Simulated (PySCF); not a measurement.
**Stationary points of BrF3**

Level of theory: PBE in PySCF with Br def2-TZVP, F def2-TZVP; no relativity; density-fitted integrals.

Relaxations began from a few typed shapes. The search is not exhaustive: other isomers or separated fragments can lie lower, and high-lying points may rest on an excited occupation.

```tsv
spin	group	bonds	angles	imaginary modes (cm⁻¹)	ΔE (kJ/mol)	ΔE with ZPE (kJ/mol)
singlet	C2v	Br–F 1.768 Å, Br–F 1.850 Å (×2)	F–Br–F 87.3° (×2), F–Br–F 174.6°	none	0.0	0.0
singlet	D3h	Br–F 1.867 Å (×3)	F–Br–F 120.0° (×3)	22i, 22i	35.3	–
```

The lowest minimum found is the singlet C2v: Br–F 1.768 Å, Br–F 1.850 Å (×2); F–Br–F 87.3° (×2), F–Br–F 174.6°.

Counting electrons, bromine keeps 4 of its valence electrons outside its bonds, so the VSEPR class is AX3E2 and the expected shape is T-shaped (C2v), as computed.
